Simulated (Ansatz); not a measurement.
Species: C3H12O3Si2, SMILES `CO[Si]([SiH3])(OC)OC` (charge 0, multiplicity 1).

**Question.** Give a relaxed geometry from B3LYP-D3(BJ)/def2-SVP run with Ansatz (a program for electronic structure).

**Answer.** This is not unique; one that fits is the end point of this relaxation, one of several conformers (outside a Z-matrix the atoms follow the SMILES, hydrogens last).
Cartesian coordinates (Å) in one orientation:
```xyz
20

C      2.039    -1.846     0.180
O      0.944    -1.249     0.852
Si     0.105     0.065     0.301
Si    -1.301     0.726     2.049
O      1.206     1.221    -0.133
C      0.965     2.340    -0.959
O     -0.745    -0.270    -1.092
C     -1.801    -1.195    -1.207
H      2.437    -2.655     0.811
H      2.842    -1.113    -0.007
H      1.732    -2.278    -0.789
H     -0.511     1.020     3.280
H     -2.308    -0.332     2.364
H     -2.043     1.963     1.657
H      0.366     3.108    -0.437
H      0.433     2.055    -1.883
H      1.932     2.790    -1.233
H     -1.501    -2.207    -0.879
H     -2.110    -1.252    -2.263
H     -2.683    -0.892    -0.611
```
